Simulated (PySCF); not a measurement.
**Dipole response of O⁻ (oxygen, charge -1)**

[He] 2s2 2p5, 2P determinant. All numbers are calculated (PySCF 2.14, no relativity, point nucleus, in dyall-acv3z (15s9p4d2f, 76 functions)). Coupled (time-dependent) response in atomic units; α is the mean over directions.

```
   method  mean α (bohr³)         α xx, yy, zz  C₆ (like pair)  S(−4)
      UHF           12.65  8.295, 14.83, 14.83           54.25  145.0
CAM-B3LYP           15.54  9.770, 18.43, 18.43           69.09  242.7
```

S(−4) is the Cauchy moment in α(ω) = α(0) + S(−4) ω² + …

α(iu) at UHF:

```
u (hartree)  α(iu) (bohr³)
          0          12.65
     0.0500          12.31
      0.100          11.46
      0.200          9.488
      0.300          7.906
      0.500          5.790
      0.750          4.115
       1.00          3.019
       1.50          1.777
       2.00          1.158
       3.00         0.6019
       5.00         0.2490
```

A single London oscillator, α(iu) = α/(1 + u²/ω²), gives C₆ = (3/4) ω α². Matching the computed C₆ needs ω = 4 × 54.25 / (3 × 12.65²) = 0.452 hartree.

For an ion, C₆ is the dispersion term alone; charge-induced terms of lower order in 1/R come first.

The components differ because the open shell of this determinant is not spherical; for a pure term their mean is the scalar polarisability.
